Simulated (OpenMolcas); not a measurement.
S+: effect of the active space

| Quantity | Value |
| --- | --- |
| Program | OpenMolcas |
| Method | SS-CASPT2, IPEA 0.25 Eh, imaginary shift 0.1 Eh |
| Basis | ANO-R1 |
| Scalar Hamiltonian | X2C, finite nucleus |
| Spin-orbit coupling | RASSI with atomic mean-field integrals over the reference wave functions, term energies averaged over their components |

A. 3 electrons in 3 orbitals (3p); 2S+1 = 4 odd, 1 root; 2S+1 = 2 odd, 8 roots; closed shells correlated: 2s 2p 3s; CASPT2 step of the order of 0.5 core-seconds
B. 5 electrons in 4 orbitals (3s 3p); 2S+1 = 4 odd, 1 root; 2S+1 = 2 odd, 8 roots; 2S+1 = 4 even, 3 roots; 2S+1 = 2 even, 9 roots; closed shells correlated: 2s 2p; CASPT2 step of the order of 1.2 core-seconds

Energies in cm⁻¹ above 3s² 3p³ ⁴S°_3/2, the measured ground level; measured values from NIST Handbook of Basic Atomic Spectroscopic Data.

```json
{"Level": "3s² 3p³ ⁴S°_3/2", "A": "0.0", "B": "0.0", "Measured": "0.0"}
{"Level": "3s² 3p³ ²D°_3/2", "A": "17290", "B": "17270", "Measured": "14853"}
{"Level": "3s² 3p³ ²D°_5/2", "A": "17310", "B": "17300", "Measured": "14885"}
{"Level": "3s² 3p³ ²P°_1/2", "A": "28010", "B": "26360", "Measured": "24525"}
{"Level": "3s² 3p³ ²P°_3/2", "A": "28040", "B": "26370", "Measured": "24572"}
```

Deviations, from unrounded energies. A percentage is the sum of absolute deviations over the sum of measured energies, with the sign that they share, or ± where signs differ.

```tsv
Against measurement	Levels	A	B
mean absolute deviation (cm-1)	4	3000	2100
other terms of the ground configuration (%)	4	+15.0	+10.7
```

B lies closest to measurement on these levels. The largest miss of B in the table is 3s² 3p³ ²D°_3/2, by +2400 cm-1. The ranking rests on the paired levels alone, and a cruder setting can come out closer through cancelling errors.

Between A and B the level of the table that moves most is 3s² 3p³ ²P°_3/2, by 1700 cm-1 (lowest in B, highest in A). Moves below CASPT2's spread within the term are not significant.

Term energies are means over components that CASPT2 splits; among the terms shown or strongly mixed into the levels shown the widest spread is 190 cm-1 (3s² 3p³ ²D°, A). Over all roots computed the reference weight is 0.89 to 0.97 in B; the roots of lowest weight are the least certain, and an intruder state may touch them. Some terms miss by over 15 % even with CASPT2, which points to a basis or an active space too small for the shells correlated. With the s shell closed, the reference lacks s² → p² mixing (holds for A). Computed and measured levels are paired by configuration, term and J; levels that our copy of the source lacks, or whose pairing is in doubt (as where it misses far off the trend of its configuration), stay unpaired and out of the deviations. Levels of configurations outside the active space are missing. The table leaves out levels that lie high or whose names do not pair safely across all columns.

° marks odd parity.
